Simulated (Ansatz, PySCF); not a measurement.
Gas-phase reaction (SMILES): C[Si](C)(C)CO + [H][H] (H2) -> C[SiH](C)C [trimethylsilane] + CO (CH4O) [methanol]; hydrogen cleaves one Si-C bond, a model of a ligand-exchange step.

Geometries: B3LYP-D3(BJ)/def2-TZVP minima from Ansatz (a first-principles code), one conformer each, not searched for the lowest. Cores are frozen in the correlated levels unless marked. No spin-orbit coupling. No relativistic terms. Basis-set limits of correlation are two-point, X^-3; Hartree-Fock from the larger set. Thermal terms are rigid-rotor harmonic-oscillator values from B3LYP-D3(BJ) frequencies (Ansatz or PySCF) at 298.15 K and 1 atm. 1 Eh = 627.5095 kcal/mol.

```json
[
 {"species": "C[Si](C)(C)CO", "E, CCSD(T)/CBS(cc-pV(T+d)Z,cc-pV(Q+d)Z) (Ansatz) (Eh)": "-523.70408", "E, wB97M-V/def2-TZVPD (Ansatz) (Eh)": "-524.35150", "H - E (Eh)": "0.16346"},
 {"species": "[H][H] (H2)", "E, CCSD(T)/CBS(cc-pV(T+d)Z,cc-pV(Q+d)Z) (Ansatz) (Eh)": "-1.17450", "E, wB97M-V/def2-TZVPD (Ansatz) (Eh)": "-1.16077", "H - E (Eh)": "0.01336"},
 {"species": "C[SiH](C)C", "E, CCSD(T)/CBS(cc-pV(T+d)Z,cc-pV(Q+d)Z) (Ansatz) (Eh)": "-409.27984", "E, wB97M-V/def2-TZVPD (Ansatz) (Eh)": "-409.80657", "H - E (Eh)": "0.12691"},
 {"species": "CO (CH4O)", "E, CCSD(T)/CBS(cc-pV(T+d)Z,cc-pV(Q+d)Z) (Ansatz) (Eh)": "-115.60979", "E, wB97M-V/def2-TZVPD (Ansatz) (Eh)": "-115.71687", "H - E (Eh)": "0.05533"}
]
```

**Question.** Work out ΔE and ΔH at 298.15 K at the first level, then ΔH at the second.

**Answer.** 
1. ΔE = [(-409.27984) + (-115.60979)] - [(-523.70408) + (-1.17450)] = -0.01105 Eh = -6.9 kcal/mol at CCSD(T)/CBS(cc-pV(T+d)Z,cc-pV(Q+d)Z).
2. The terms H - E add up to 0.00542 Eh, so ΔH = (-0.01105 + (0.00542))×627.5095 = -3.5 kcal/mol.
3. At wB97M-V/def2-TZVPD the same steps give ΔE = -7.0 and ΔH = -3.6 kcal/mol, a shift of -0.1 from the first level.
4. These values are not checked against measurement here, since the tables used lack a sound gas-phase enthalpy of formation for at least one species.
